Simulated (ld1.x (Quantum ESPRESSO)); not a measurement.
# What one change does to a pseudopotential (Nb, TM)

Nb (Z = 41), norm-conserving Troullier–Martins (Kleinman–Bylander form), made with ld1.x (Quantum ESPRESSO) 7.5 (PBEsol, scalar-relativistic). Core [Ar] 3d10 4s2, reference 4p6 4d3 5s2 5p0. Waves: 5s (bound): rc 2.25 bohr; 4p (bound): rc 1.70 bohr; 4d (bound): rc 2.70 bohr. Local part: all-electron potential smoothed inside 1.60 bohr (lloc = -1). Core correction: none.

All-electron outer shells of the reference configuration (PBEsol, scalar-relativistic, ld1.x):

| shell | level (eV) | outermost node (bohr) | outermost maximum (bohr) |
| --- | --- | --- | --- |
| 3d | -198.91 | – | 0.33 |
| 4s | -60.78 | 0.53 | 1.02 |
| 4p | -36.78 | 0.54 | 1.12 |
| 5s | -4.71 | 1.40 | 2.96 |
| 4d | -4.65 | 0.55 | 1.47 |
| 5p | -1.44 | 1.60 | 3.90 |

Change: wave 4p (bound): rc 1.70 bohr becomes 4p (bound): rc 2.40 bohr.

Cutoffs: the cutoffs (Ry, on a coarse ladder) from which the occupation-weighted sum of valence levels, in a spherical-Bessel basis at the reference potential, stays within 10 and 1 mRy of its value at 400 Ry; they do not see the model core or the augmentation charge, which bear on the density cutoff. Errors are all-electron minus pseudo energies relative to the spin-unpolarised reference configuration.

**Question.** Predict the effect on cutoff, ghosts and configuration errors.

**Answer.** The potential gets softer (40 Ry and 60 Ry → 30 Ry and 45 Ry); both files keep a bound ghost (s); of the 7 tests that both files solve, the error grows in 1 and shrinks in 0 by more than 15 % and 0.3 meV (median size 7.8 → 7.8 meV); the range in which the p phases agree narrows (upper end 4.7 → 0.2). A larger radius leaves more room for a smooth pseudo-wave, so fewer plane waves are needed.

```tsv
quantity	base	changed
cutoff, loose	40 Ry	30 Ry
cutoff, tight	60 Ry	45 Ry
bound ghosts	s	s
error for 4p6 4d4 5s1 5p0, meV [ΔE 0.53 eV]	-4.9	-4.6
error for 4p6 4d4 5s0 5p0, meV [ΔE 7.19 eV]	-17	-17
error for 4p6 4d3 5s0 5p0, meV [ΔE 21.21 eV]	-7.8	-7.8
error for 4p6 4d4 5s0 5p1, meV [ΔE 3.53 eV]	-5.2	+7.2
error for 4p6 4d3 5s1 5p0, meV [ΔE 7.57 eV]	-1.3	-1.2
error for 4p6 4d4.5 5s0.5 5p0, meV [ΔE 1.10 eV]	-11	-11
error for 4p6 4d5 5s0 5p0, meV [ΔE 1.82 eV]	-21	-20
s: phases at 2.94 bohr within 0.05 rad from the reference energy up to (Ry; the scan ends near 5)	1.2	1.2
p: phases at 2.94 bohr within 0.05 rad from the reference energy up to (Ry; the scan ends near 5)	4.7	0.2
d: phases at 2.94 bohr within 0.05 rad from the reference energy up to (Ry; the scan ends near 5)	1.6	1.6
```

 A true bound ghost makes a file unfit for plane-wave use even where its test errors are small: the radial tests pick states by their node count and pass the ghost by.
